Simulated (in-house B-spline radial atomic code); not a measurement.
LDA exchange-only excitations of O4+

Method: LDA exchange-only. Computed with an all-electron radial atomic-structure program (B-spline basis): linear response of the closed shell [He] 2s2 with the functional's adiabatic kernel; non-relativistic, point nucleus, no spin-orbit coupling, no double excitations, S, P, D and F terms only.

Command:
```bash
python run_td.py task.json out
```
Settings (radii: box in bohr, nucleus in fm):
```
Z                        8
electrons                4
configuration            [He] 2s2
hamiltonian              nr
method                   lda,
box_radius               19.1
intervals                48
```

Cost of the run: 0.1 s on 1 thread of Arm Neoverse N1, with other jobs on the host.

The lowest states, in the order of their Tamm-Dancoff energies; the method's threshold (minus the highest occupied level) is 100.45 eV. Labels give the largest channel, * marks a mixed state, and oscillator strengths are full-response dipole values. Semilocal kernels can invert the small singlet-triplet splittings of Rydberg terms. Energies in eV:

| state | full response | Tamm-Dancoff | oscillator strength |
| --- | --- | --- | --- |
| 2s → 2p 3P | 7.250 | 8.523 | - |
| 2s → 2p 1P | 18.210 | 19.331 | 0.484 |
| 2s → 3s 3S | 64.14 | 64.16 | - |
| 2s → 3s 1S | 66.24 | 66.26 | - |
| 2s → 3p 3P | 67.69 | 67.71 | - |
| 2s → 3p 1P | 68.46 | 68.47 | 0.384 |
| 2s → 3d 3D | 70.12 | 70.16 | - |
| 2s → 3d 1D | 71.58 | 71.58 | - |
| 2s → 4s 3S | ? | ? | - |
| 2s → 4s 1S | 83.11 | 83.12 | - |
| 2s → 4p 3P | ? | ? | - |
| 2s → 4p 1P | 84.08 | 84.08 | 0.103 |
| 2s → 4d 3D | 84.93 | 84.94 | - |
| 2s → 4d 1D | 85.36 | 85.36 | - |
| 2s → 4f 3F | 86.16 | 86.16 | - |
| 2s → 4f 1F | 86.20 | 86.20 | - |

Where does 2s → 4p 3P lie?

At 83.85 eV in full response, 83.86 eV in Tamm-Dancoff.

Where does 2s → 4s 3S lie?

At 82.52 eV in full response, 82.53 eV in Tamm-Dancoff.

How large is the singlet-triplet splitting of 2s → 2p (P terms) in Tamm-Dancoff?

10.8 eV, from the unrounded values.

What polarisabilities and dispersion coefficient does the method give?

Dipole 1.19 bohr³, quadrupole 0.5286 bohr⁵, C6 0.8081 hartree·bohr⁶ for two such species.
